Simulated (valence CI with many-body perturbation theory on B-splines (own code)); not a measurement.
The numbers below are computed, except where a source is named.
## Assign the levels of Pd XXV

Method: relativistic CI+MBPT: four valence electrons over a frozen Dirac-Fock core [Ar], radial functions for each j: 9 s, 9 p, 10 d, 8 f, 5 g, 3 h, 1 i, with the one-electron correlation potential Σ1, the two-electron term Σ2, the three-electron term Σ3, Breit, model QED; selected CI, second order for the rest (own B-spline code, finite nucleus).

No measured spectrum was set against this ion. As an estimate, terms of the open shell hold to 2 to 4 % of their energy, and close levels can change places. Core correlation moves these levels by up to 9600 cm⁻¹, and in measured spectra 5 to 20 % of such shifts remained as error; rates that hang on mixing are uncertain with them. Only levels of the ground parity were solved; by the run's estimate the other parity begins above the list, which can be wrong where configurations are misplaced.

| No. | J | Parity | E (eV) | g |
| --- | --- | --- | --- | --- |
| 2 | 1 | even | 2.883 | 1.496 |
| 3 | 2 | even | 5.287 | 1.470 |
| 4 | 3 | even | 7.108 | 1.449 |
| 10 | 5 | even | 16.382 | 1.070 |
| 11 | 1 | even | 16.571 | 1.380 |
| 12 | 6 | even | 17.663 | 1.120 |
| 18 | 5 | even | 23.959 | 1.157 |
| 20 | 6 | even | 25.239 | 1.040 |
| 21 | 1 | even | 25.258 | 0.633 |

Energies count from the lowest level. Strongly mixed levels and levels close to another of their J and parity, and those with J = 0 are left out, so the numbers can have gaps.

(1) Give configuration and LS term of each level.

Answers

(1) 2: 3d⁴ ⁵D; 3: 3d⁴ ⁵D; 4: 3d⁴ ⁵D; 10: 3d⁴ ³H; 11: 3d⁴ ³P; 12: 3d⁴ ³H; 18: 3d⁴ ³G; 20: 3d⁴ ¹I; 21: 3d⁴ ³D.
